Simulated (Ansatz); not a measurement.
Calculated with Ansatz (gas phase, PBE0-D4/def2-TZVP geometries, no zero-point term in ΔE). CCSD(T)/CBS adds triple-zeta CCSD(T) − MP2 to the extrapolated MP2 energy (def2 sets, frozen cores). Functionals use def2-TZVPP. B3LYP here is the variant with VWN-RPA as its local correlation; programs differ in this. For Zn outer-core shells are correlated without core-valence functions, which leaves a few kJ/mol of doubt a bond. Scalar relativity is left out up to krypton. Each species was taken in one conformer, which may not be the lowest.

Consider the isomerisation: `B[CH](C)[ZnH]` → `[BH2][Zn][CH2]C`.

`B[CH](C)[ZnH]`:

```xyz
11

B    -1.061   -0.681   -0.722
C    -0.321   -0.122    0.439
C     0.088    1.327    0.600
Zn    1.215   -1.208   -0.410
H    -1.444   -1.826   -0.696
H    -1.177   -0.056   -1.744
H    -0.358   -0.672    1.388
H     1.061    1.466    1.083
H    -0.642    1.849    1.226
H     0.111    1.840   -0.364
H     2.528   -1.917   -0.801
```

`[BH2][Zn][CH2]C`:

Cartesian coordinates in Å:
```
B 1.067 -2.773 -0.607
Zn 0.329 -0.832 -0.533
C -0.366 1.004 -0.461
C -0.618 1.557 0.943
H 2.086 -3.105 -0.065
H 0.510 -3.660 -1.195
H 0.340 1.653 -0.994
H -1.292 1.041 -1.047
H -1.349 0.958 1.493
H 0.295 1.573 1.546
H -1.001 2.583 0.920
```

```
             level  ΔE (kJ/mol)  difference from CCSD(T)/CBS
            PBE-D4         93.9                          8.4
         r2SCAN-D4         95.4                          9.9
           PBE0-D4         92.6                          7.1
          B3LYP-D4         87.2                          1.7
           ωB97X-V         82.6                         -2.9
           ωB97M-V         89.4                          3.9
            B2PLYP         84.7                         -0.8
               PBE         90.0                          4.5
            r2SCAN         94.6                          9.1
              PBE0         89.3                          3.8
             B3LYP         80.8                         -4.7
     HF/def2-TZVPP         71.7                        -13.8
    MP2/def2-TZVPP         92.5                          7.0
SCS-MP2/def2-TZVPP         86.6                          1.1
   CCSD/def2-TZVPP         84.2                         -1.3
CCSD(T)/def2-TZVPP         89.0                          3.5
     HF/def2-QZVPP         72.0                        -13.5
    MP2/def2-QZVPP         90.6                          5.1
SCS-MP2/def2-QZVPP         84.7                         -0.8
      HF/CBS(def2)         72.0                        -13.5
     MP2/CBS(def2)         89.0                          3.5
    CCSD/CBS(def2)         80.7                         -4.8
       CCSD(T)/CBS         85.5                            0
```

Largest T1 diagnostic among the species: 0.014.

In def2-TZVPP, CCSD(T) changes the Hartree–Fock value by +17.3 kJ/mol (the triples alone add +4.8 kJ/mol) and MP2 by +20.9 kJ/mol. The D4 term adds +6.4 kJ/mol with B3LYP and +3.3 kJ/mol with PBE0; it sums over pairs of atoms, weighted by their polarisabilities, and B3LYP, whose exchange is more repulsive, gets the larger term.
